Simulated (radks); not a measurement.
Effect of the nuclear size on neutral strontium, [Kr] 5s2. Calculated with a radial shooting solver on a logarithmic mesh with Libxc functionals: Dirac Kohn-Sham, PBE, spin-unpolarised, spherical densities, finite nucleus; Fermi nuclear charge, rms radius 4.224 fm. The rms radius is varied about that value; shifts are against it.

| rms radius (fm) | total energy shift (eV) | density at nucleus (e/bohr^3) | 1s1/2 shift (meV) | 2s1/2 shift (meV) | 3p1/2 shift (meV) | 4s1/2 shift (meV) | 4p1/2 shift (meV) |
|---|---|---|---|---|---|---|---|
| 3.4172 | -0.288 | 6.215e+04 | -122 | -12.6 | 0.220 | -0.243 | 0.063 |
| 3.9875 | -0.0902 | 6.13e+04 | -38.2 | -3.94 | 0.069 | -0.076 | 0.020 |
| 4.224 | 0 | 6.099e+04 | 0.000 | 0.000 | 0.000 | 0.000 | 0.000 |
| 4.4436 | 0.0880 | 6.071e+04 | 37.2 | 3.84 | -0.067 | 0.074 | -0.019 |
| 4.7309 | 0.209 | 6.038e+04 | 88.6 | 9.13 | -0.160 | 0.176 | -0.046 |

Slopes of the eigenvalues against <r^2> in GHz/fm^2, as finite differences over the two radii next to the reference (eigenvalue slopes, not the field-shift constants of lines): 1s1/2 4740, 2s1/2 489, 3p1/2 -8.56, 4s1/2 9.45, 4p1/2 -2.47.
